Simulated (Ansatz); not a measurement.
One geometry of (BeO)3 ring (Be3O3), several levels of theory.

```yaml
crystal:
  periodic: [false, false, false]
  atoms:
    - {symbol: Be, position_ang: [-1.276307, -0.159711, 0.078223]}
    - {symbol: O, position_ang: [-0.670338, -1.349664, -0.531320]}
    - {symbol: Be, position_ang: [0.735704, -0.928748, -0.506719]}
    - {symbol: O, position_ang: [1.582604, 0.198023, -0.096984]}
    - {symbol: Be, position_ang: [0.540611, 1.088466, 0.428490]}
    - {symbol: O, position_ang: [-0.912264, 1.151634, 0.628300]}
basis:
  gaussian: {orbitals: STO-3G}
hamiltonian: {xc: hf}
scf: {omitted_lower_state_checks: [starts]}
output: {orbitals: {seedname: orbitals}}
```

The file start.molden holds the orbitals of an earlier run on this structure, at another level or in another basis.

```sh
$ ansatz run in.yaml --threads 4 --pin off --events-out ev --progress --plain --max-ram 3916MiB
```

Output, abridged:

```
Functional definition: HF
390 factors; integrals over basis functions are off by at most 1.3e-3 eV
mean field evaluation 1: about -7209.9551 eV, gradient 3.5e1 eV
mean field evaluation 2: about -7210.9429 eV, gradient 3.8e1 eV
mean field evaluation 4: about -7216.4151 eV, gradient 2.7e0 eV
mean field evaluation 8: about -7216.5673 eV, gradient 1.7e-1 eV
a density is far from that of the atoms, so the factors are made again for it
459 factors; integrals over basis functions are off by at most 2.3e-5 eV
mean field evaluation 16: about -7214.7784 eV, gradient 6.9e-2 eV
mean field -7216.57171007 eV, -265.2041187772 hartree, gradient 4.2e-5 eV, S^2 0.000000; 0 other end points of the search recorded, 0 dependent functions left out
reference -7216.57171007 eV, -265.2041187772 hartree; 18, 18 occupied and 12, 12 virtual orbitals, 459 factors
Total energy: -7216.57171007 eV, -265.2041187772 hartree
Checks for a lower state left out: starts
```

Hardware: 4 threads of Intel Xeon on a shared host. Wall time 1.1 s.

The first input with `gaussian: {orbitals: 6-31G}` (abridged; 0.87 s):

```
Functional definition: HF
mean field -7312.33913094 eV, -268.7235065806 hartree, gradient 7.1e-5 eV, S^2 0.000000
Total energy: -7312.33913094 eV, -268.7235065806 hartree
Checks for a lower state left out: starts
```

The first input with `gaussian: {orbitals: def2-TZVPP, initial_orbitals: start.molden}`, `correlation: {method: ccsd_t}` and without the key `hamiltonian` (abridged; 16 s):

```
Functional definition: HF
mean field -7317.55721006 eV, -268.9152674513 hartree, gradient 7.7e-6 eV, S^2 0.000000
3 core orbitals not correlated: weight in the atoms' cores, before any rotation towards them, 1.000 or more for the frozen orbitals, at most 0.000 for the correlated occupied ones
second order -24.66494797 eV of doubles, -0.00000000 eV of singles
cycle   1  -24.09827929 eV  change    5.7e-1 eV  update   1.2e-1
cycle   2  -24.64667441 eV  change   -5.5e-1 eV  update   3.6e-2
cycle   3  -24.79556481 eV  change   -1.5e-1 eV  update   1.8e-2
cycle   4  -24.76951766 eV  change    2.6e-2 eV  update   4.1e-3
cycle   5  -24.76602608 eV  change    3.5e-3 eV  update   1.5e-3
cycle   6  -24.76669759 eV  change   -6.7e-4 eV  update   4.7e-4
cycle   7  -24.76653637 eV  change    1.6e-4 eV  update   2.0e-4
cycle   8  -24.76640869 eV  change    1.3e-4 eV  update   6.4e-5
cycle   9  -24.76640853 eV  change    1.5e-7 eV  update   2.8e-5
perturbative correction -0.87760086 eV, -0.0322512366 hartree
Total energy: -7343.20121945 eV, -269.8576674143 hartree
Checks for a lower state left out: starts
```

As the first input, with `gaussian: {orbitals: 6-31G}`, `hamiltonian: {xc: {name: B3LYP}, dispersion: d4}` (abridged; 1.5 s):

```
Functional definition: B3LYP
mean field evaluation 16: about -7351.7751 eV, gradient 6.5e-5 eV
mean field -7351.77513554 eV, -270.1727530191 hartree, gradient 6.5e-5 eV, S^2 0.000000
Total energy: -7351.99725623 eV, -270.1809158039 hartree
Checks for a lower state left out: starts
```

The first input with `gaussian: {orbitals: def2-TZVP, initial_orbitals: start.molden}`, `hamiltonian: {xc: {name: B2PLYP}}` and without the key `output` (abridged; 7 s):

```
Functional definition: B2PLYP
mean field -7343.62689171 eV, -269.8733105813 hartree, gradient 2.3e-6 eV, S^2 0.000000
3 core orbitals not correlated: weight in the atoms' cores, before any rotation towards them, 1.000 or more for the frozen orbitals, at most 0.000 for the correlated occupied ones
second order -29.68121289 eV of doubles, -0.00000000 eV of singles
Total energy: -7351.64099010 eV, -270.1678232648 hartree
Checks for a lower state left out: starts
```

The first input with `gaussian: {orbitals: def2-TZVP, initial_orbitals: start.molden}`, `hamiltonian: {xc: pbe0, dispersion: d4}` (abridged; 3.4 s):

```
Functional definition: PBE0
mean field -7347.11888159 eV, -270.0016388425 hartree, gradient 2.0e-5 eV, S^2 0.000000
Total energy: -7347.23229592 eV, -270.0058067422 hartree
Checks for a lower state left out: starts
```

First input, but with `gaussian: {orbitals: def2-TZVP, initial_orbitals: start.molden}`, `hamiltonian: {xc: {name: r2SCANh}, dispersion: d4}` (abridged; 4.6 s):

```
Functional definition: r2SCANh
mean field -7351.85108903 eV, -270.1755442583 hartree, gradient 1.8e-5 eV, S^2 0.000000
Total energy: -7351.88428846 eV, -270.1767643146 hartree
Checks for a lower state left out: starts
```

Geometry: PBE0-D4/def2-SVP.

B3LYP takes the VWN-RPA correlation. Correlated methods freeze 3 core orbitals.
